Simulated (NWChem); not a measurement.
System: SnCl2, singlet; SMILES [Cl][Sn][Cl]

```xyz
3

Sn     0.0000     0.0000     0.6330
Cl    -1.8440     0.0000    -0.9200
Cl     1.8440     0.0000    -0.9200
```
Atoms are numbered in this order, from 1.

Level: PBE-D3(BJ)/def2-SVP with def2 effective core potentials on Sn (NWChem), optimised geometry, unscaled harmonic frequencies. Low-valent species are run as closed-shell singlets; no triplet was tried in these runs. def2 effective core potentials on Sn; no spin-orbit coupling.

| frequency (cm⁻¹) | IR intensity (km/mol) |
|---|---|
| 111 | 2.4 |
| 341 | 69.5 |
| 349 | 34.2 |

| Property | Result |
|---|---|
| zero-point energy | 1.1 kcal/mol |
| thermal correction to the enthalpy at 298.15 K (with zero-point energy) | 4.4 kcal/mol |
| heat capacity Cv | 11.1 cal/(mol K) |
| entropy at 298.15 K and 1 atm (symmetry number 2) | 73.3 cal/(mol K) |

Rigid rotor and harmonic oscillator.
